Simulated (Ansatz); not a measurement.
Basis-set series for CH₃FGeTe, SMILES `[F][GeH]1[CH2][Te]1`. Total charge 0; spin multiplicity 1. Te takes the def2 core potential. The geometry is a stationary point of PBE0-D4/def2-TZVP.

```tsv
functional	basis	functions	energy (Eh)	HOMO (eV)	LUMO (eV)
PBE0-D4	def2-SVP	101	-2484.03753	-6.37	-1.46
PBE0-D4	def2-QZVPP	375	-2484.53833	-6.48	-1.65
ωB97M-V	def2-SVP	101	-2484.23006	-8.42	0.49
ωB97M-V	def2-QZVPP	375	-2484.73380	-8.55	0.15
```

Give the rows for def2-TZVPP. (Estimate.)

Computed: 
```json
{"functional": "PBE0-D4", "basis": "def2-TZVPP", "functions": "202", "energy (Eh)": "-2484.48342", "HOMO (eV)": "-6.46", "LUMO (eV)": "-1.61"}
{"functional": "ωB97M-V", "basis": "def2-TZVPP", "functions": "202", "energy (Eh)": "-2484.68053", "HOMO (eV)": "-8.53", "LUMO (eV)": "0.25"}
```

Positive LUMOs are unbound and depend on the basis. Scalar relativity is left out up to krypton.
